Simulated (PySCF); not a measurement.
Compound: C5H6BrF.
Numbering: `[F:1][CH2:2]/[CH:3]=[C:4]1\[CH2:5][C@H:6]1[Br:7]` (hydrogens: H8, H9 on C2; H10 on C3; H11, H12 on C5; H13 on C6)

All values: wB97X-D/def2-SVPD (PySCF, non-relativistic), on one gas-phase PBE0-D3(BJ)/def2-SVP geometry that isn't relaxed in the solvent. The solvent is an IEF-PCM continuum (cavity from Bondi-type radii × 1.2), and excitations are vertical TDDFT with non-equilibrium linear response and a frozen core. The model holds no explicit solvent molecules, cavitation or dispersion. Spin–orbit coupling is left out although an atom past zinc is present.

Gas-phase singlets (H = HOMO, L = LUMO):

```
state  E (eV)  λ (nm)      f  leading configurations
   S1   5.475     226  0.022      H→L 61%, H-1→L 31%
   S2   5.832     213  0.003               H-2→L 91%
   S3   6.478     191  0.410      H-1→L 62%, H→L 33%
   S4   6.852     181  0.035    H-3→L 63%, H→L+1 12%
   S5   7.164     173  0.011    H→L+1 39%, H-4→L 16%
```

How does the list change in tetrahydrofuran (ε = 7.426)?

| state | E (eV) | λ (nm) | f | leading configurations | change by rank (eV) |
| --- | --- | --- | --- | --- | --- |
| S1 | 5.565 | 223 | 0.046 | H→L 47%, H-1→L 47% | +0.090 |
| S2 | 5.940 | 209 | 0.004 | H-2→L 92% | +0.108 |
| S3 | 6.298 | 197 | 0.477 | H→L 48%, H-1→L 47% | -0.180 |
| S4 | 6.895 | 180 | 0.038 | H-3→L 68%, H-2→L+1 9% | +0.043 |
| S5 | 7.272 | 170 | 0.027 | H→L+1 29%, H-4→L 18% | +0.108 |

What are the lowest 5 singlets in methanol (ε = 32.61)?

| state | E (eV) | λ (nm) | f | leading configurations | change by rank (eV) |
| --- | --- | --- | --- | --- | --- |
| S1 | 5.585 | 222 | 0.045 | H-1→L 50%, H→L 44% | +0.110 |
| S2 | 5.961 | 208 | 0.004 | H-2→L 92% | +0.129 |
| S3 | 6.304 | 197 | 0.451 | H→L 50%, H-1→L 44% | -0.174 |
| S4 | 6.910 | 179 | 0.038 | H-3→L 69%, H-2→L+1 9% | +0.058 |
| S5 | 7.295 | 170 | 0.029 | H→L+1 24%, H-4→L 18% | +0.131 |

The ground-state energy changes by -0.215 eV from gas to methanol. By how much does the total energy of gas-phase S2 change?

E(S2) = E(S0) + excitation energy, so it changes by -0.215 + 0.129 = -0.086 eV: it is lowered less than the ground state, which is what a blue shift means. This is the vertical state, with the slow part of the continuum still set for S0.

How do the frontier levels move from gas to methanol?

```
orbital  gas (eV)  solvent (eV)  change (eV)
 LUMO+2      2.29          2.35        +0.06
 LUMO+1      2.15          2.25        +0.10
   LUMO      0.74          0.82        +0.08
   HOMO     -9.32         -9.24        +0.08
 HOMO-1     -9.77         -9.78        -0.01
 HOMO-2     -9.87         -9.98        -0.11
 HOMO-3    -11.20        -11.14        +0.06
```

The HOMO–LUMO gap goes from 10.05 to 10.06 eV. Rows go by rank; for HOMO, LUMO+1 and LUMO+2 the atom shares or the degeneracy differ between the runs, so the row needn't follow one orbital.

Conformer computed: `[F:1][CH2:2]/[CH:3]=[C:4]1\[CH2:5][C@H:6]1[Br:7]`: F1–C2–C3–C4 2°.

Note: wB97X-D ran without an empirical dispersion term, which enters the total energy and its gradient alone.
